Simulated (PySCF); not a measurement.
Computed with ωB97X-D3(BJ)/def2-TZVP // PBE0-D3(BJ)/def2-SVP run with PySCF. All species are isolated molecules in the gas phase. One relaxed conformer stands for a flexible species; it need not be the lowest. Excitations are Tamm–Dancoff values on a coarser integration grid. The basis has no diffuse functions, so Rydberg states are missing or too high.

Reference species (SMILES): `[C@@H]12C[C@H]([C@@H](C1)C[C@@H]2S)B` (neutral, multiplicity 1).

- S1 oscillator strength: 0.001
- S1 excitation (TDA): 5.66 eV
- HOMO: -9.18 eV
- HOMO–LUMO gap: 10.04 eV

Changed species: `[C@@H]1(S)[C@@H]2C[C@](CC2)(B)C1`.

Q: What does the change do to the S1 oscillator strength, S1 excitation (TDA), HOMO and HOMO–LUMO gap?

A: the S1 oscillator strength stays essentially unchanged; the S1 excitation (TDA) drops by 0.02 eV, to 5.64 eV; the HOMO increases by 0.06 eV, to -9.12 eV; the HOMO–LUMO gap falls by 0.14 eV, to 9.90 eV.
